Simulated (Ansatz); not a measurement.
A run on CH5AsN2Si, SMILES `N=C1[SiH2]N[AsH]1` with other settings.

```yaml
crystal:
  periodic: [false, false, false]
  atoms:
    - {symbol: N, position_ang: [-2.567288, 0.297672, 1.068062]}
    - {symbol: C, position_ang: [-1.173983, -0.013194, 0.425210]}
    - {symbol: Si, position_ang: [0.566726, 1.324773, -0.479635]}
    - {symbol: N, position_ang: [1.451688, -0.527795, -1.106820]}
    - {symbol: As, position_ang: [0.085809, -2.150146, -0.142171]}
    - {symbol: H, position_ang: [-3.216979, -0.743682, 1.422789]}
    - {symbol: H, position_ang: [0.129386, 2.512119, -1.844803]}
    - {symbol: H, position_ang: [1.488808, 2.278258, 0.829818]}
    - {symbol: H, position_ang: [2.466568, -0.816653, -1.785110]}
    - {symbol: H, position_ang: [0.873263, -2.225228, 1.616285]}
basis:
  gaussian: {orbitals: STO-3G}
hamiltonian: {xc: {name: wB97M-V}}
output: {forces: true}
```

```sh
$ ansatz run in.yaml --threads 4 --pin off --events-out ev --progress --plain --max-ram 10444MiB
```

It prints (some lines left out):

```
Functional definition: wB97M-V
  name "wB97M-V"
  cite "Mardirossian & Head-Gordon, J. Chem. Phys. 144, 214110 (2016) doi:10.1063/1.4952647"
  cite "Becke, J. Chem. Phys. 107, 8554 (1997) doi:10.1063/1.475007"
  cite "Vydrov & Van Voorhis, J. Chem. Phys. 133, 244103 (2010) doi:10.1063/1.3521275"
  # Of w^i u^j: cxij and so on, Table III.
  parameter omega = 0.3/bohr
  parameter cx = 0.15
  parameter cx01 = 1.007
  parameter cx10 = 0.259
  parameter css00 = 0.443
  parameter css04 = -1.437
  parameter css10 = -4.535
  parameter css20 = -3.390
  parameter css43 = 4.278
  parameter cos00 = 1.000
  parameter cos10 = 1.358
  parameter cos20 = 2.924
  parameter cos21 = -8.812
  parameter cos60 = -1.390
  parameter cos61 = 9.142
  parameter b = 6.0
  parameter c = 0.01
  gx(w, u) = 1 - cx + cx01*u + cx10*w
  gss(w, u) = css00 + css04*u^4 + css10*w + css20*w^2 + css43*w^4*u^3
  gos(w, u) = cos00 + cos10*w + (cos20 + cos21*u)*w^2 + (cos60 + cos61*u)*w^6
  exchange = spin_sum(e_x_unif_sr(omega)*gx(b97_w, b97_u_x)) + cx*exact_x_sr(omega) + exact_x_lr(omega)
  correlation = spin_sum(e_c_pw_mod_same_spin*gss(b97_w, b97_u_same))
      + integral(e_c_pw_mod_opposite_spin*gos(b97_w_opposite, b97_u_opposite)) + vv10(b, c)
542 factors; integrals over basis functions are off by at most 3.7e-5 eV
200 factors; integrals over basis functions are off by at most 1.2e-6 eV
mean field evaluation 1: about -71966.7679 eV, gradient 4.4e1 eV
mean field evaluation 2: about -71936.8035 eV, gradient 1.1e2 eV
mean field evaluation 4: about -71973.9302 eV, gradient 6.4e0 eV
mean field evaluation 8: about -71973.9602 eV, gradient 4.3e-1 eV
mean field evaluation 16: about -71973.9637 eV, gradient 7.4e-4 eV
mean field -71973.96368943 eV, -2644.9943798819 hartree, gradient 3.6e-5 eV, S^2 0.000000; 0 other end points of the search recorded, 0 dependent functions left out
the calculation of the forces begins
reference -71973.96372510 eV, -2644.9943811924 hartree; 36, 36 occupied and 11, 11 virtual orbitals, 542 factors
Total energy: -71973.96372510 eV, -2644.9943811924 hartree
Atom 0 at    -2.567288     0.297672     1.068062 Å, force     6.016541    -3.931109    -2.637989 eV/Å
Atom 1 at    -1.173983    -0.013194     0.425210 Å, force    -3.761033    -0.473050     1.658064 eV/Å
Atom 2 at     0.566726     1.324773    -0.479635 Å, force     0.448117    -1.017775    -0.120486 eV/Å
Atom 3 at     1.451688    -0.527795    -1.106820 Å, force    -1.520293    -0.501604     1.091658 eV/Å
Atom 4 at     0.085809    -2.150146    -0.142171 Å, force     2.836510     6.421335     2.825992 eV/Å
Atom 5 at    -3.216979    -0.743682     1.422789 Å, force     3.311525     3.169797    -1.722369 eV/Å
Atom 6 at     0.129386     2.512119    -1.844803 Å, force     1.125091    -3.099449     3.456248 eV/Å
Atom 7 at     1.488808     2.278258     0.829818 Å, force    -2.333195    -2.491275    -3.331647 eV/Å
Atom 8 at     2.466568    -0.816653    -1.785110 Å, force    -4.333486     1.532374     3.066798 eV/Å
Atom 9 at     0.873263    -2.225228     1.616285 Å, force    -1.789778     0.390755    -4.286269 eV/Å
Dipole moment:     0.291231    -0.040379    -0.099594 e Å
```

It took 3.4 s on 4 threads of an Intel Xeon Platinum 8259CL on a shared host, with 0.46 GiB of host memory at the peak.
